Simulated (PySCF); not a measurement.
Work out the structure from these simulated measurements.

Formula: C6H4F6.

- 1H NMR: chemical shifts (computed TMS as zero) by class: 6.99 (1 H), 6.48 (1 H), 6.33 (1 H), 6.12 (1 H) ppm [GIAO PBE0/pcSseg-1]
- 13C NMR: chemical shifts (computed TMS as zero) by class: 143.8 (1 C), 137.9 (1 C), 135.3 (1 C), 132.0 (1 C), 131.4 (1 C), 131.0 (1 C) ppm [GIAO PBE0/pcSseg-1]
- Rotational structure: rotational constants A, B, C: 1.836, 0.457, 0.419 GHz [GFN2-xTB]
- NMR, other nuclei: isotropic shieldings of nuclei other than C and H, by class: 253 (3 F), 254 (3 F) ppm [GIAO PBE0/pcSseg-1]
- Dipole: 3.08 D [PBE0/pcSseg-1]

The electronic properties come from PySCF, for the isolated species, density fitting. Levels stand in brackets. The structure is a single GFN2-xTB conformer in the gas phase; no vibrational or solvent corrections. NMR values are class means; diastereotopic atoms form classes of their own.

**Question.** Propose a structure and show how it fits.

**Answer.** Numbering: `[CH2:1]=[C:2](/[CH:3]=[CH:4]/[C:5]([F:6])([F:7])[F:8])[C:9]([F:10])([F:11])[F:12]`. Its formula, C6H4F6, gives 2 degrees of unsaturation: 0 rings and 2 π bonds in the structure found. 6 carbons fall into 6 classes; from least to most shielded: fully substituted alkene carbon [C2] (143.8 ppm), alkene CH carbon [C3] (137.9 ppm), terminal =CH2 carbon [C1] (135.3 ppm), CF3 carbon [C5] (132.0 ppm), CF3 carbon [C9] (131.4 ppm), alkene CH carbon [C4] (131.0 ppm). Hydrogen classes from least to most shielded: 1 H on an alkene CH carbon, C3 (6.99 ppm), 1 H on a terminal =CH2 carbon, C1 (6.48 ppm), 1 H on an alkene CH carbon, C4 (6.33 ppm), 1 H on a terminal =CH2 carbon, C1 (6.12 ppm). The other shieldings belong to: 253 ppm, fluorine of a CF3 group [F10/F11/F12]; 254 ppm, fluorine of a CF3 group [F6/F7/F8]. The optimised geometry has point group Cs and is an asymmetric top. Structure: `C=C(/C=C/C(F)(F)F)C(F)(F)F`. The assignments are read from this structure; whether some other isomer fits the data as well wasn't checked.

Conformer computed: `[CH2:1]=[C:2](/[CH:3]=[CH:4]/[C:5]([F:6])([F:7])[F:8])[C:9]([F:10])([F:11])[F:12]`: C1–C2–C3–C4 180°, C3–C4–C5–F6 0°, C1–C2–C9–F10 120°.
